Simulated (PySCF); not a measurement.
Geometry (Å), atoms numbered from 1 in this order:
```xyz
17

F    -0.3549    0.9413    1.4772
C    -0.6931    1.4497    0.2410
C    -1.1013    0.3297   -0.6891
O    -2.2774   -0.2921   -0.2050
Si   -1.8812   -1.6746    0.6592
O    -0.2907   -1.7769    0.1353
C    -0.0458   -0.7994   -0.8534
C     1.3924   -0.3425   -0.7289
F     1.6383    0.6360   -1.6654
H    -1.5427    2.1390    0.3697
H     0.1696    1.9995   -0.1679
H    -1.3114    0.7814   -1.6729
H    -1.9497   -1.5365    2.1354
H    -2.7235   -2.8099    0.1971
H    -0.1852   -1.2451   -1.8572
H     1.5730    0.0592    0.2803
H     2.0724   -1.1904   -0.9046
```

Geometry: PBE0-D3(BJ)/def2-SVP; GIAO absolute shieldings from PySCF 2.14.0 with density-fitted response routines, gas phase, non-relativistic, averaged over equivalent atoms.

At PBE0/pcSseg-1 (200 basis functions, 79 s wall time on 1 thread of an Arm Neoverse N1, shared host):
| atoms | σ (ppm) |
| --- | --- |
| F1/F9 | 435.0 |
| C2/C8 | 99.0 |
| C3/C7 | 108.6 |
| O4/O6 | 282.2 |
| Si5 | 346.9 |
| H14 | 26.13 |
| H13 | 26.18 |
| H11/H17 | 26.39 |
| H10/H16 | 26.57 |
| H12/H15 | 27.18 |

Estimate the result of repeating the calculation with KT3/pcSseg-1.

Results:


```tsv
atoms	σ at KT3/pcSseg-1	change
F1/F9	415.6	-19.4
C2/C8	98.0	-1.0
C3/C7	105.9	-2.7
O4/O6	267.9	-14.3
Si5	365.6	+18.7
H14	26.16	+0.03
H13	26.22	+0.04
H11/H17	26.41	+0.02
H10/H16	26.66	+0.09
H12/H15	27.20	+0.02
```

The largest change is at F1/F9 (fluorine on an sp3 carbon). Cost: 200 basis functions, 75 s wall time on 1 thread of an Arm Neoverse N1, shared host.
